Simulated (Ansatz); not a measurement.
C2H7NSSi, SMILES `C[SiH2]NC=S`. The species carries charge 0 and has multiplicity 1. All single points use the PBE0-D4/def2-TZVP geometry. It is one conformer, not always the lowest.

```xyz
12

C    -0.785   -0.454    1.529
Si   -0.619    0.721    0.100
N     0.912    0.548   -0.783
C     1.207   -0.520   -1.536
S     0.237   -1.823   -1.714
H    -1.671   -0.191    2.114
H     0.085   -0.388    2.186
H    -0.886   -1.481    1.181
H    -0.500    2.118    0.602
H    -1.745    0.639   -0.857
H     1.595    1.292   -0.772
H     2.170   -0.462   -2.050
```

Q: What is the dipole moment at r2SCAN/def2-TZVPP? (Estimate.)

A: Ansatz gave: 3.41 D, with components (1.42, 2.69, 1.54) D in this frame, pointing from negative to positive charge.

Q: And with PBE, B3LYP, ωB97M-V? (An estimate is asked.)

A: Computed: PBE 3.25 D, B3LYP 3.35 D, ωB97M-V 3.39 D.

Q: Give the Mulliken charges with r2SCAN, PBE, ωB97M-V in def2-TZVPP. (Estimate.)

A: The calculation gave: 
```
atom  r2SCAN    PBE  ωB97M-V
  C1   -0.29  -0.34    -0.42
 Si2    0.39   0.29     0.30
  N3   -0.24  -0.14    -0.20
  C4    0.09   0.03     0.02
  S5   -0.30  -0.29    -0.26
  H6    0.08   0.11     0.12
  H7    0.07   0.10     0.12
  H8    0.10   0.12     0.13
  H9   -0.09  -0.07    -0.04
 H10   -0.05  -0.04    -0.01
 H11    0.16   0.15     0.12
 H12    0.08   0.10     0.12
```

B3LYP here is the variant with VWN-RPA as its local correlation; programs differ in this.
